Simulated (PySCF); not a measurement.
Compound: C₃H₆BFO₂.
Cartesian coordinates in Å at the PBE0-D3(BJ)/def2-SVP level; atoms count from 1:
```xyz
13
C3H6BFO2 angstrom
F     -0.1480    0.4549   -1.9869
C      0.7579    0.3500   -0.9610
C      0.4649   -0.9208   -0.1912
C     -0.8938   -0.7924    0.4693
O     -0.9861    0.4005    1.2231
B     -0.2376    1.4769    0.8946
O      0.6445    1.4713   -0.1573
H      1.7636    0.3569   -1.4115
H      1.2550   -1.0710    0.5619
H      0.4845   -1.7809   -0.8766
H     -1.0883   -1.6365    1.1474
H     -1.6836   -0.7877   -0.2999
H     -0.3244    2.4775    1.5570
```

Computed with PySCF 2.14.0, PBE0-D3(BJ)/def2-SVP geometry optimisation, gas phase.

Take the most abundant isotopes and a rigid rotor. The values belong to one conformer with, in the numbering `[F:1][C@@H:2]1[CH2:3][CH2:4][O:5][BH:6][O:7]1`, F1–C2–C3–C4 -65°, C2–C3–C4–O5 -52°, C3–C4–O5–B6 27°, C4–O5–B6–O7 -1°.

(1) Give the principal moments of inertia and the rotational constants in cm⁻¹.

(2) What kind of rotor is it?

(3) What does the inertial defect say?

(4) Give the other two planar moments, Paa and Pbb, and the rms extents of the mass along the axes.

(5) Where do the levels up to J = 3 lie, in K?

(6) Which types of transition are allowed, and where do some lines up to J = 3 fall?

Results:

(1) Ia = 121.54, Ib = 173.49, Ic = 230.70 u·Å²; 505379 MHz·u·Å²/I gives 4158, 2913 and 2191 MHz, that is A = 0.13870, B = 0.09717, C = 0.07307 cm⁻¹.

(2) An asymmetric top. Ray's parameter κ = (2B − A − C)/(A − C) = -0.266; −1 is the prolate and +1 the oblate limit.

(3) Not planar: Δ = Ic − Ia − Ib = -64.32 u·Å². For a rigid frame Δ = −2 Σ m c², so Σ m c² = 32.16 u·Å² lies off the ab plane: 6.80 from hydrogen and 25.37 from heavier atoms. The atom farthest from that plane is 1.81 Å away.

(4) Paa = Σ m a² = (Ib + Ic − Ia)/2 = 141.33 and Pbb = Σ m b² = (Ia + Ic − Ib)/2 = 89.37 u·Å². With the mass M = 104.04 u, the rms extents √(P/M) along a, b and c are 1.17, 0.93, 0.56 Å.

(5) Above 0(0,0), as E/k:
J = 1: 1(0,1) 0.245, 1(1,1) 0.305, 1(1,0) 0.339
J = 2: 2(0,2) 0.724, 2(1,2) 0.760, 2(1,1) 0.864, 2(2,1) 1.043, 2(2,0) 1.054
J = 3: 3(0,3) 1.419, 3(1,3) 1.437, 3(1,2) 1.642, 3(2,2) 1.778, 3(2,1) 1.828, 3(3,1) 2.170, 3(3,0) 2.172
The levels of one J sum to (2J + 1)J(J + 1)(A + B + C)/3.

(6) The dipole components are |μa| = 0.41 D, |μb| = 2.41 D, |μc| = 1.56 D. Intensities carry the squares of the components, which stand as 0.03 : 1.00 : 0.42 (a : b : c). Some lines, for components of 0.1 D or more:

```tsv
type	branch	J(Ka,Kc)	MHz	lower level (cm⁻¹)
c	Q	3(1,3) ← 3(0,3)	357	0.986
a	Q	1(1,0) ← 1(1,1)	722	0.212
a	Q	3(2,1) ← 3(2,2)	1048	1.236
c	Q	1(1,1) ← 1(0,1)	1245	0.170
b	Q	2(1,1) ← 2(0,2)	2925	0.503
a	Q	3(1,2) ← 3(1,3)	4284	0.998
a	R	1(0,1) ← 0(0,0)	5104	0.000
b	R	1(1,1) ← 0(0,0)	6349	0.000
c	R	1(1,0) ← 0(0,0)	7071	0.000
b	R	2(1,2) ← 1(0,1)	10730	0.170
a	R	2(1,1) ← 1(1,0)	10930	0.236
b	R	3(0,3) ← 2(1,2)	13741	0.528
a	R	3(1,3) ← 2(1,2)	14098	0.528
a	R	3(2,2) ← 2(2,1)	15311	0.725
c	R	2(2,1) ← 1(1,1)	15388	0.212
b	R	2(2,0) ← 1(1,1)	15623	0.212
a	R	3(2,1) ← 2(2,0)	16123	0.733
b	R	3(2,2) ← 2(1,1)	19047	0.600
c	R	3(2,2) ← 2(1,2)	21214	0.528
c	R	3(3,1) ← 2(2,1)	23472	0.725
```

PBE0-D3(BJ)/def2-SVP frequencies: not computed here. Constants of a rigid frame at the computed geometry: no zero-point averaging, no centrifugal distortion. Quadrupole hyperfine structure (11B) is left out.
